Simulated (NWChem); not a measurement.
Molecule: BaBrF; SMILES [Ba]([F])[Br]

```xyz
3

Ba    -0.3040    -0.8875     0.0000
F      1.3309    -2.3955     0.0000
Br     0.1442     2.0360     0.0000
```
Atoms are numbered in this order, from 1.

Geometry: optimised at PBE0/def2-SVP. def2 effective core potentials on Ba; no spin-orbit coupling.

Symmetry labels are those of Cs in the frame above (b1 and b2, or b-type labels, depend on it).

Problem. List the 6 lowest vertical singlet excitations from B3LYP/def2-SVPD with def2 effective core potentials on Ba, full TDDFT (NWChem).

Solution. 
```json
[
 {"state": "S1", "energy (eV)": "3.83", "oscillator strength": "0.008", "symmetry": "a'", "leading excitation (squared amplitude)": "HOMO → LUMO (0.99)"},
 {"state": "S2", "energy (eV)": "3.89", "oscillator strength": "0.012", "symmetry": "a\"", "leading excitation (squared amplitude)": "HOMO−1 → LUMO (0.99)"},
 {"state": "S3", "energy (eV)": "4.18", "oscillator strength": "0.018", "symmetry": "a'", "leading excitation (squared amplitude)": "HOMO−2 → LUMO (0.98)"},
 {"state": "S4", "energy (eV)": "4.78", "oscillator strength": "0.001", "symmetry": "a\"", "leading excitation (squared amplitude)": "HOMO → LUMO+1 (0.96)"},
 {"state": "S5", "energy (eV)": "4.79", "oscillator strength": "0.001", "symmetry": "a'", "leading excitation (squared amplitude)": "HOMO → LUMO+2 (0.86)"},
 {"state": "S6", "energy (eV)": "4.85", "oscillator strength": "0.009", "symmetry": "a\"", "leading excitation (squared amplitude)": "HOMO−1 → LUMO+2 (0.95)"}
]
```
